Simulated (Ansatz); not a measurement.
Born–Oppenheimer molecular dynamics of ClFGeH$_{2}$ (5 atoms, charge 0, multiplicity 1). It starts from a relaxed structure.

Level of theory: RKS PBE/def2-SVP (Ansatz).

```
ensemble                      : NVE (velocity Verlet)
time step                     : 0.5 fs
steps asked                   : 250
starting velocities drawn for : 300 K
seed                          : 980485
```

First frame:

```xyz
5
Properties=species:S:1:pos:R:3
Ge 0.032 0.054 -0.002
Cl 0.004 0.006 2.161
H 1.495 -0.051 -0.485
H -0.790 1.269 -0.485
F -0.799 -1.385 -0.561
```

Question: How far do the bonds stretch over the last three quarters of this one trajectory? (Pairs bonded in most of those frames.)

Answer: 
```json
{"bond": "Ge1–Cl2", "mean (Å)": "2.167", "spread (Å)": "0.021", "shortest": "2.13", "longest": "2.20"}
{"bond": "Ge1–H3", "mean (Å)": "1.548", "spread (Å)": "0.027", "shortest": "1.51", "longest": "1.59"}
{"bond": "Ge1–H4", "mean (Å)": "1.547", "spread (Å)": "0.010", "shortest": "1.53", "longest": "1.56"}
{"bond": "Ge1–F5", "mean (Å)": "1.754", "spread (Å)": "0.021", "shortest": "1.72", "longest": "1.78"}
```

Mean temperature of the second half: 147 K. The conserved energy stayed within 0.041 meV per atom of its start (net change 0.016 meV per atom), so the integration is sound. Over the second half the temperature averaged 0.49 of the 300 K drawn at the start: a run that starts near a minimum puts about half its kinetic energy into the potential. A run of 0.12 ps of so small a system gives no equilibrium averages.

Run time: 6.8 min on 1 thread of Arm Neoverse V1, on a shared host, peak memory 0.12 GiB.
